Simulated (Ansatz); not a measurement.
Potential energy curve for GaH, singlet.

Calculation: restricted CAM-B3LYP/cc-pVDZ (Ansatz, a program for electronic structure).

The batch members p0 to p11 hold the bond at 1.25, 1.34, 1.44, 1.53, 1.57, 1.63, 1.68, 1.72, 1.78, 1.81, 1.92, 2.07 Å.

Ansatz input:

Ansatz 0.2 input:
```yaml
# input.yaml
basis:
  gaussian: { orbitals: cc-pvdz }
hamiltonian:
  xc: cam_b3lyp
batch:
  members: [p0.yaml, p1.yaml, p2.yaml, p3.yaml, p4.yaml, p5.yaml, p6.yaml, p7.yaml, p8.yaml, p9.yaml, p10.yaml, p11.yaml]

# p6.yaml, one of the 12 members of this batch
crystal:
  periodic: [false, false, false]
  atoms:
    - { symbol: Ga, position_ang: [0.0, 0.0, 0.0] }
    - { symbol: H, position_ang: [0.0, 0.0, 1.68] }
total_charge: 0
magnetization:
  spin_polarized: false
```

Lines of the output on each member:

```
Member 2: Total energy: -52395.16343851 eV, -1925.4867416480 hartree
Member 1: Total energy: -52394.65285332 eV, -1925.4679779884 hartree
Member 0: Total energy: -52393.88913639 eV, -1925.4399119088 hartree
Member 3: Total energy: -52395.41358708 eV, -1925.4959344384 hartree
Member 5: Total energy: -52395.53184599 eV, -1925.5002803731 hartree
Member 4: Total energy: -52395.47782150 eV, -1925.4982950098 hartree
Member 6: Total energy: -52395.54484998 eV, -1925.5007582610 hartree
Member 7: Total energy: -52395.53801112 eV, -1925.5005069375 hartree
Member 8: Total energy: -52395.50411767 eV, -1925.4992613762 hartree
Member 9: Total energy: -52395.47822225 eV, -1925.4983097371 hartree
Member 11: Total energy: -52395.09511517 eV, -1925.4842308116 hartree
Member 10: Total energy: -52395.34421239 eV, -1925.4933849656 hartree
```

The restricted form behind RKS-CAM-B3LYP keeps the bonding electrons paired and can't separate into open-shell fragments.
